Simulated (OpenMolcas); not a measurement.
## Cu5+: effect of the active space

| Quantity | Value |
| --- | --- |
| Program | OpenMolcas |
| Method | SS-CASPT2 or its RAS form, IPEA 0.25 Eh, imaginary shift 0.1 Eh |
| Basis | ANO-RCC-VTZP |
| Scalar Hamiltonian | DKH2, point nucleus |
| Spin-orbit coupling | state interaction with AMFI integrals over the reference wave functions, term energies averaged over their components |

A. 6 electrons in 5 orbitals (3d); 2S+1 = 5 even, 5 roots; 2S+1 = 3 even, 45 roots; 2S+1 = 1 even, 50 roots; closed shells correlated: 3s 3p; CASPT2 step of the order of 21 core-seconds
B. 12 electrons in 8 orbitals (RAS1 3p, at most 2 holes; RAS2 3d); 2S+1 = 5 even, 5 roots; 2S+1 = 3 even, 45 roots; 2S+1 = 1 even, 44 roots; closed shells correlated: 3s; CASPT2 step about 90 core-seconds
C. 6 electrons in 10 orbitals (3d 4d); 2S+1 = 5 even, 5 roots; 2S+1 = 3 even, 45 roots; 2S+1 = 1 even, 44 roots; closed shells correlated: 3s 3p; CASPT2 step roughly 40 core-minutes

Energies in cm⁻¹ above 3d⁶ ⁵D₄, the measured ground level; measured values from Sugar and Musgrove, J. Phys. Chem. Ref. Data 19, 527 (1990).

```tsv
Level	A	B	C	Measured
3d⁶ ⁵D₄	0.0	0.0	0.0	0.0
3d⁶ ⁵D₃	1148	1154	1105	1196
3d⁶ ⁵D₂	1915	1922	1841	1987
3d⁶ ⁵D₁	2400	2410	2310	2490
3d⁶ ⁵D₀	2640	2650	2530	2733
3d⁶ ³P₂(1)	29480	29960	29900	29285
3d⁶ ³H₆	31080	30770	31360	30418
3d⁶ ³H₅	31570	31270	31810	31009
3d⁶ ³H₄	31780	31510	32010	31288
3d⁶ ³P₁(1)	32820	33360	33240	32685
3d⁶ ³F₄(1)	33210	33250	33570	32756
3d⁶ ³F₃(1)	33700	33830	34060	33296
3d⁶ ³P₀(1)	34040	34570	34460	33868
3d⁶ ³F₂(1)	34130	34340	34480	33740
3d⁶ ³G₅	38020	37940	38300	37378
3d⁶ ³G₄	39050	39010	39310	38469
3d⁶ ³G₃	39420	39380	39650	38907
3d⁶ ³D₂	47340	47600	47610	46714
3d⁶ ³D₁	47390	47640	47630	46848
3d⁶ ¹I₆	47440	46950	47790	46406
3d⁶ ³D₃	47730	47990	48000	47119
3d⁶ ¹G₄(1)	48690	48520	49180	47612
3d⁶ ¹F₃	65990	66290	66310	64968
3d⁶ ³P₀(2)	76110	76280	76260	74712
```

Deviations, from unrounded energies. A percentage is the sum of absolute deviations over the sum of measured energies, with the sign that they share, or ± where signs differ.

```json
{"Against measurement": "mean absolute deviation (cm-1)", "Levels": "23", "A": "510", "B": "580", "C": "790"}
{"Against measurement": "fine structure of the ground term (%)", "Levels": "4", "A": "-3.6", "B": "-3.2", "C": "-7.4"}
{"Against measurement": "other terms of the ground configuration (%)", "Levels": "19", "A": "+1.5", "B": "+1.7", "C": "+2.2"}
```

A lies closest to measurement on these levels and C furthest from it. The largest miss of A in the table is 3d⁶ ³P₀(2), by +1400 cm-1. The ranking rests on the paired levels alone, and a cruder setting can come out closer through cancelling errors.

The spin-orbit steps hold different terms of 3d⁶ (B lacks a ¹D, a ¹S; C lacks a ¹D, a ¹S), which shifts levels as well.

The two smallest mean deviations differ by little beside CASPT2's spread within terms, so their order carries little weight.

Among A to C the level of the table that moves most is 3d⁶ ¹I₆, by 840 cm-1 (lowest in B, highest in C). Moves below CASPT2's spread within the term are not significant.

Term energies are means over components that CASPT2 splits; among the terms shown or strongly mixed into the levels shown the widest spread is 280 cm-1 (3d⁶ ¹G(1), A). Active for correlation alone: 3p; no level in the range computed is led by a configuration that opens it, so any true level of that kind is missing (holds for B). The CASPT2 spread within a term exceeds the gap to the next term for 3d⁶ ³D and 3d⁶ ¹G(1), so the order of their levels is uncertain (holds for B). Active for correlation alone: 4d; no level in the range computed is led by a configuration that fills it, so any true level of that kind is missing (holds for C). Computed and measured levels are paired by configuration, term and J; levels that our copy of the source lacks, or whose pairing is in doubt (as where it misses far off the trend of its configuration), stay unpaired and out of the deviations. Levels of configurations outside the active space are missing. The table leaves out levels that lie high or whose names do not pair safely across all columns.

A number in round brackets counts repeated terms of one configuration in the order of the reference energies.
